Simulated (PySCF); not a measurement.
C2H6B (SMILES C[B]C), doublet, geometry from GFN2-xTB; DF-HF/6-311++G** (PySCF).

Input for PySCF:
```python
from pyscf import gto, scf

mol = gto.M(
    atom='''
C     1.377485   -0.084532    0.140484
B     0.026495    0.295237   -0.545836
C    -1.386433   -0.015166    0.043839
H     1.608413   -1.117196   -0.130346
H     2.240368    0.510696   -0.157208
H     1.318838   -0.054615    1.231789
H    -1.408602   -0.945623    0.617460
H    -2.199719   -0.057752   -0.680201
H    -1.638091    0.786494    0.741750
''',
    basis='6-311++g**',
    charge=0,
    spin=1,
    verbose=4,
)

mf = scf.UHF(mol)
mf = mf.density_fit(auxbasis='def2-universal-jkfit')
mf.kernel()
```

The log (banner, timings and long lists left out):

```
PySCF version 2.14.0

[INPUT] verbose = 4
[INPUT] num. atoms = 9
[INPUT] num. electrons = 23
[INPUT] charge = 0
[INPUT] spin (= nelec alpha-beta = 2S) = 1
[INPUT] symmetry False subgroup None
[INPUT] Mole.unit = angstrom
[INPUT] Symbol           X                Y                Z      unit          X                Y                Z       unit  Magmom
[INPUT]  1 C      1.377485000000  -0.084532000000   0.140484000000 AA    2.603069390697  -0.159742328762   0.265476284883 Bohr   0.0
[INPUT]  2 B      0.026495000000   0.295237000000  -0.545836000000 AA    0.050068293670   0.557917071838  -1.031480548928 Bohr   0.0
[INPUT]  3 C     -1.386433000000  -0.015166000000   0.043839000000 AA   -2.619978660059  -0.028659586405   0.082843703575 Bohr   0.0
[INPUT]  4 H      1.608413000000  -1.117196000000  -0.130346000000 AA    3.039460065190  -2.111194467460  -0.246318241433 Bohr   0.0
[INPUT]  5 H      2.240368000000   0.510696000000  -0.157208000000 AA    4.233681938240   0.965075572911  -0.297080064591 Bohr   0.0
[INPUT]  6 H      1.318838000000  -0.054615000000   1.231789000000 AA    2.492242622669  -0.103207392293   2.327743853252 Bohr   0.0
[INPUT]  7 H     -1.408602000000  -0.945623000000   0.617460000000 AA   -2.661871998515  -1.786968487090   1.166830292874 Bohr   0.0
[INPUT]  8 H     -2.199719000000  -0.057752000000  -0.680201000000 AA   -4.156866461002  -0.109135463146  -1.285393599655 Bohr   0.0
[INPUT]  9 H     -1.638091000000   0.786494000000   0.741750000000 AA   -3.095543357115   1.486258258614   1.401704352896 Bohr   0.0

nuclear repulsion = 60.811833645829
number of shells = 60
number of NR pGTOs = 159
number of NR cGTOs = 108
basis = 6-311++g**
ecp = {}

******** <class 'pyscf.df.df_jk.DFUHF'> ********
method = DFUHF
initial guess = minao
damping factor = 0
level_shift factor = 0
DIIS = <class 'pyscf.scf.diis.CDIIS'>
diis_start_cycle = 1
diis_space = 8
diis_damp = 0
SCF conv_tol = 1e-09
SCF conv_tol_grad = None
SCF max_cycles = 50
direct_scf = False
number electrons alpha = 12  beta = 11
Set gradient conv threshold to 3.16228e-05
******** <class 'pyscf.df.df.DF'> ********
auxbasis = def2-universal-jkfit
init E= -104.099213137446

cycle= 1 E= -103.828768270487  delta_E= 0.27  |g|= 0.208  |ddm|= 1.85
cycle= 2 E= -103.874876043082  delta_E= -0.0461  |g|= 0.071  |ddm|= 0.826
cycle= 3 E= -103.883190933225  delta_E= -0.00831  |g|= 0.0234  |ddm|= 0.305
cycle= 4 E= -103.884261653072  delta_E= -0.00107  |g|= 0.0114  |ddm|= 0.0805
cycle= 5 E= -103.88457304411  delta_E= -0.000311  |g|= 0.00448  |ddm|= 0.0416
cycle= 6 E= -103.884621550967  delta_E= -4.85e-05  |g|= 0.00143  |ddm|= 0.0172
cycle= 7 E= -103.884624878482  delta_E= -3.33e-06  |g|= 0.00048  |ddm|= 0.00498
cycle= 8 E= -103.884625249949  delta_E= -3.71e-07  |g|= 0.000183  |ddm|= 0.00219
cycle= 9 E= -103.884625319806  delta_E= -6.99e-08  |g|= 7.31e-05  |ddm|= 0.000655
cycle= 10 E= -103.884625332638  delta_E= -1.28e-08  |g|= 2.01e-05  |ddm|= 0.000304
cycle= 11 E= -103.884625333502  delta_E= -8.64e-10  |g|= 7.58e-06  |ddm|= 9.89e-05
Extra cycle  E= -103.884625333582  delta_E= -7.97e-11  |g|= 4.75e-06  |ddm|= 1.3e-05
converged SCF energy = -103.884625333582  <S^2> = 0.7532944  2S+1 = 2.0032917
```
